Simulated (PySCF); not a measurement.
# InI⁺: frontier orbitals

UHF at R = 3.365 Å; In def2-SVP with ECP28, I def2-SVP with ECP28; scalar-relativistic core potentials (PySCF 2.14). State: ²Π (doublet), unpaired electrons π ↑. Only the outer orbitals are listed, counted within each symmetry, core potentials removing the inner ones.

| spin | orbital | occ. | ε (eV) | on In (%) | main shells (%) |
| --- | --- | --- | --- | --- | --- |
| α | 7σ | 1 | -29.94 | 0 | 99 I s |
| α | 8σ | 1 | -17.48 | 63 | 62 In s, 36 I p |
| α | 5π | 1 | -17.08 | 0 | 100 I p |
| α | 5π | 1 | -15.51 | 1 | 99 I p |
| α | 9σ | 1 | -14.94 | 41 | 59 I p, 37 In s |
| α | 6π | 0 | -4.50 | 100 | 100 In p |
| α | 6π | 0 | -4.43 | 99 | 99 In p |
| α | 10σ | 0 | -3.68 | 98 | 98 In p |
| β | 7σ | 1 | -27.47 | 1 | 99 I s |
| β | 8σ | 1 | -17.31 | 72 | 72 In s, 27 I p |
| β | 5π | 1 | -14.95 | 1 | 99 I p |
| β | 9σ | 1 | -14.56 | 33 | 67 I p, 28 In s |
| β | 5π | 0 | -6.12 | 12 | 88 I p, 12 In p |
| β | 6π | 0 | -4.43 | 99 | 99 In p |
| β | 6π | 0 | -4.30 | 89 | 89 In p, 11 I p |

Task: Which are the highest filled and the lowest empty level, where do they sit, and how wide is the gap?

Result: Highest filled β 9σ at -14.56 eV (in %: 67 I p, 28 In s); lowest empty β 5π at -6.12 eV (in %: 88 I p, 12 In p); the gap at UHF is 8.44 eV.

```json
{
  "bond order (Mayer)": "0.23",
  "⟨S²⟩": "0.757",
  "charge on In (Mulliken, basis-dependent)": "0.87",
  "charge on In (Löwdin, basis-dependent)": "0.74",
  "dipole moment (positive dipole points towards I; it is taken about the centre of mass and depends on that origin)": "-5.23 D",
  "polarisability along the bond": "82.1 bohr³",
  "polarisability across the bond": "44.4 bohr³"
}
```

Spin–orbit coupling is left out. The state was picked by a PBE0 search and need not be the measured ground state.
